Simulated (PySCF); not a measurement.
Isomers of C7H15As, from PBE0-D3(BJ)/def2-SVP geometry optimisation, gas phase (PySCF 2.14.0). One conformer each, no zero-point energy, no frequencies.

Task: Which isomer lies lower at this level?
A. `[CH3:1][CH2:2][CH:3]1[CH2:4][CH2:5][AsH:6][CH2:7][CH2:8]1` with C1–C2–C3–C4 -169°, C2–C3–C4–C5 173°, C3–C4–C5–As6 65°, C4–C5–As6–C7 -57°, C5–As6–C7–C8 57°: A = 3283, B = 718.6, C = 626.3 MHz, dipole 1.32 D
B. `[CH2:1]=[C:2]([CH3:3])[C@H:4]([AsH2:5])[CH2:6][CH2:7][CH3:8]` with C1–C2–C4–As5 -110°, C2–C4–As5–H 152° and 59°, C2–C4–C6–C7 -172°, C4–C6–C7–C8 176°: A = 1386, B = 950.4, C = 659.2 MHz, dipole 0.89 D

Result: A. That is `CCC1CC[AsH]CC1`, 23.9 kcal/mol below the other.

| SMILES | mapped SMILES | E (Eh) | relative (kcal/mol) | relative (kJ/mol) | dipole (D) |
| --- | --- | --- | --- | --- | --- |
| CCC1CC[AsH]CC1 | [CH3:1][CH2:2][CH:3]1[CH2:4][CH2:5][AsH:6][CH2:7][CH2:8]1 | -2510.59928 | 0.0 | 0.0 | 1.32 |
| C=C(C)[C@H]([AsH2])CCC | [CH2:1]=[C:2]([CH3:3])[C@H:4]([AsH2:5])[CH2:6][CH2:7][CH3:8] | -2510.56115 | 23.9 | 100.1 | 0.89 |

As drawn, the higher has a C=C bond outside aromatic rings, which the lower lacks.
